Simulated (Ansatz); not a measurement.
Reaction (ligand exchange at the Si–O bond): `CO[SiH2]O[SiH3]` + HBr → `[SiH3]O[SiH2]Br` + CH₃OH

Isolated molecules relaxed with PBE0-D4/def2-TZVP in Ansatz; ΔE leaves out vibrations. CCSD(T)/CBS is the MP2 limit (def2-TZVPP, def2-QZVPP) plus CCSD(T) − MP2 in def2-TZVPP, frozen cores. This one scheme is used for every species. DFT in def2-TZVPP. B3LYP here is the variant with VWN-RPA as its local correlation; programs differ in this. HSE06 is defined as in plane-wave codes. For Br outer-core shells are correlated without core-valence functions, which leaves a few kJ/mol of doubt a bond. Scalar relativity is left out up to krypton. One conformer a species, not always the lowest.

```tsv
level	ΔE (kJ/mol)	difference from CCSD(T)/CBS
LDA (SPW92)	9.8	2.5
revPBE-D4	3.2	-4.1
r2SCAN-D4	7.8	0.5
PBE0-D4	1.8	-5.5
B3LYP-D4	12.2	4.9
r2SCANh-D4	7.3	0.0
r2SCAN0-D4	6.6	-0.7
HSE06-D4	1.3	-6.0
BHLYP-D4	12.0	4.7
CAM-B3LYP-D4	17.4	10.1
ωB97X-V	9.5	2.2
ωB97M-V	9.1	1.8
B2PLYP	11.7	4.4
PBE-QIDH	4.4	-2.9
PBE	0.5	-6.8
revPBE	-2.6	-9.9
BLYP	10.6	3.3
r2SCAN	6.9	-0.4
PBE0	0.6	-6.7
B3LYP	10.7	3.4
r2SCANh	6.4	-0.9
r2SCAN0	5.7	-1.6
HSE06	0.3	-7.0
BHLYP	12.6	5.3
CAM-B3LYP	16.3	9.0
LC-ωPBE	6.6	-0.7
RPA@PBE/def2-TZVPP	16.4	9.1
MP2/def2-SVP	11.7	4.4
CCSD/def2-SVP	14.5	7.2
CCSD(T)/def2-SVP	15.0	7.7
HF/def2-TZVPP	12.7	5.4
MP2/def2-TZVPP	9.5	2.2
SCS-MP2/def2-TZVPP	12.6	5.3
CCSD/def2-TZVPP	13.8	6.5
HF/def2-QZVPP	14.0	6.7
MP2/def2-QZVPP	6.4	-0.9
SCS-MP2/def2-QZVPP	9.8	2.5
HF/CBS(def2)	14.2	6.9
MP2/CBS(def2)	3.3	-4.0
CCSD/CBS(def2)	7.6	0.3
CCSD(T)/CBS	7.3	0
```

Largest T1 diagnostic among the species: 0.011.

Leaving LDA and LC-ωPBE aside and taking each functional with its dispersion term where it has one, the values spread over 16.0 kJ/mol, from HSE06-D4 to CAM-B3LYP-D4. LDA lies +9.2 kJ/mol from PBE without D4. At CCSD(T), def2-SVP lies +7.7 kJ/mol from the extrapolated value and def2-TZVPP +6.2 kJ/mol.
